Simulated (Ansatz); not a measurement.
A run for Ansatz (a first-principles code): R-CCSD(T)/def2-SVP on ClH3SiTe (SMILES [SiH3][Te]Cl), a point of a torsion scan. Elements past Kr take the def2 small-core potentials; no spin–orbit coupling. The run froze 19 orbitals, filled d shells among them.

Ansatz 0.2 input:
```yaml
crystal:
  periodic: [false, false, false]
  atoms:
    - {symbol: Si, position_ang: [-0.72857567, -0.01844601, 0.00390092]}
    - {symbol: Te, position_ang: [1.39086529, 1.31048928, -0.11924489]}
    - {symbol: Cl, position_ang: [2.78200339, -0.59035231, -0.08785196]}
    - {symbol: H, position_ang: [-1.02653128, -0.45770628, 1.36520253]}
    - {symbol: H, position_ang: [-1.75563396, 0.92156940, -0.42591459]}
    - {symbol: H, position_ang: [-0.66517619, -1.16913152, -0.88580663]}
basis:
  gaussian:
    orbitals: def2-SVP
magnetization: {spin_polarized: false}
correlation: {method: ccsd_t, electrons: outside_noble_gas}
scf: {lower_state_search: off}
```

The log:

```
WARN ansatz: RAYON_NUM_THREADS=1 ignored (pool sized by the plan → 1); use --threads N
Functional definition: HF
these checks for a lower state are left out or cut short: stability, starts, cluster_reference, orbital_swaps, neighbouring_geometries, increment
integrals: 0.06 GiB planned
810 factors; integrals over basis functions are off by at most 1.2e-3 eV
mean field: 0.18 GiB planned
mean field evaluation 1: about -27671.7920 eV, gradient 1.4e1 eV
mean field evaluation 2: about -27671.8003 eV, gradient 1.4e1 eV
mean field evaluation 4: about -27672.7440 eV, gradient 1.6e0 eV
mean field evaluation 8: about -27672.7581 eV, gradient 4.0e-4 eV
mean field -27672.75810870 eV, -1016.9551032255 hartree, gradient 8.3e-6 eV, S^2 0.000000; 0 other end points of the search recorded, 0 dependent functions left out
19 core orbitals not correlated
reference -27672.75810870 eV, -1016.9551032255 hartree; 10, 10 occupied and 48, 48 virtual orbitals, 810 factors
second order -8.90509140 eV of doubles, -0.00000000 eV of singles
coupled cluster: 0.14 GiB planned
cycle   1  -9.80529783 eV  change   -9.0e-1 eV  update   7.9e-2
cycle   2  -10.13032631 eV  change   -3.3e-1 eV  update   2.6e-2
cycle   3  -10.16741892 eV  change   -3.7e-2 eV  update   9.7e-3
cycle   4  -10.16437998 eV  change    3.0e-3 eV  update   3.0e-3
cycle   5  -10.16347986 eV  change    9.0e-4 eV  update   9.6e-4
cycle   6  -10.16335558 eV  change    1.2e-4 eV  update   3.1e-4
cycle   7  -10.16337424 eV  change   -1.9e-5 eV  update   1.0e-4
cycle   8  -10.16340126 eV  change   -2.7e-5 eV  update   4.2e-5
cycle   9  -10.16340333 eV  change   -2.1e-6 eV  update   1.7e-5
perturbative correction -0.25470775 eV, -0.0093603373 hartree
Total energy: -27683.17621978 eV, -1017.3379617463 hartree
Checks for a lower state left out: stability, starts, cluster_reference, orbital_swaps, neighbouring_geometries, increment
```

Self-consistency was reached.

Cost: very roughly 4 core-seconds.
